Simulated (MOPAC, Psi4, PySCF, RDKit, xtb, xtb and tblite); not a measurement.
Two geometries of SMILES FC(F)(F)C(F)(F)C(F)(F)C(F)(F)F, relaxed at GFN2-xTB with one dihedral held; other torsions can differ between them too.

Structure A

```
14

F      2.5582    -0.7451    -0.6347
C      1.8849    -0.6497     0.5078
F      2.7098    -0.1949     1.4375
F      1.4885    -1.8660     0.8602
C      0.6780     0.3275     0.3395
F      1.1288     1.4466    -0.2530
F      0.2325     0.6707     1.5582
C     -0.5202    -0.2454    -0.4772
F     -1.4900     0.6828    -0.5083
F     -1.0213    -1.3172     0.1613
C     -0.1818    -0.6657    -1.9423
F      0.5462     0.2540    -2.5628
F      0.4988    -1.8077    -1.9439
F     -1.2974    -0.8476    -2.6307
```

Structure B

```
14

F      2.8983     0.3153     0.8384
C      1.9815    -0.3479     0.1510
F      1.8568    -1.5580     0.6853
F      2.4118    -0.4882    -1.0951
C      0.6280     0.4386     0.1660
F      0.7595     1.4752    -0.6754
F      0.4176     0.9405     1.3938
C     -0.5923    -0.4298    -0.2759
F     -0.1905    -1.3769    -1.1401
F     -1.4667     0.3479    -0.9343
C     -1.3543    -1.0912     0.9187
F     -2.0995    -0.1855     1.5374
F     -2.1473    -2.0535     0.4745
F     -0.5193    -1.6179     1.8076
```

**Question.** Which is lower in energy at the level Psi4 with B3LYP-D3(BJ)/def2-SVP // GFN2-xTB, and by how much?

**Answer.** A is lower, by 2.14 kJ/mol (dihedral F6–C5–C8–F9: -60° in A, 90° in B).

E(B) − E(A) in kJ/mol at the other levels, on the same two geometries: GFN2-xTB (xtb and tblite) -2.23; MMFF94 // GFN2-xTB (RDKit) 34.86; B3LYP/def2-SVP // GFN2-xTB (Psi4) 1.28; PBE/def2-SVP // GFN2-xTB (Psi4) 1.65; PBE-D3(BJ)/def2-SVP // GFN2-xTB (Psi4) 2.16; UFF // GFN2-xTB (RDKit) 13.72; AM1, restricted, heats of formation // GFN2-xTB (MOPAC) -4.90; PM6, restricted, heats of formation // GFN2-xTB (MOPAC) 1.58; GFN1-xTB // GFN2-xTB (xtb) -2.36; restricted B3LYP/6-31G*, spherical d, density fitting // GFN2-xTB (PySCF) 1.43; restricted Hartree-Fock/STO-3G // GFN2-xTB (PySCF) -3.48; restricted Hartree-Fock/LANL2DZ, density fitting // GFN2-xTB (PySCF) -0.80; restricted MP2 (frozen core)/3-21G // GFN2-xTB (PySCF) -5.58.
